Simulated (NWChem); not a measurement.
Molecule: N$_{2}$H$_{3}$, doublet; SMILES [NH]N

Task: Give the equilibrium geometry at PBE0-D3(BJ)/def2-TZVP, spin-unrestricted (NWChem) as a list of bonds and angles, with the point group.

Result: point group C1; any orientation.
Bonds (Å): N1–N2 1.338, N1–H3 1.021, N2–H4 1.012, N2–H5 1.007. Bond angles (°): N2–N1–H3 106.1, N1–N2–H4 120.9, N1–N2–H5 113.9, H4–N2–H5 114.6.
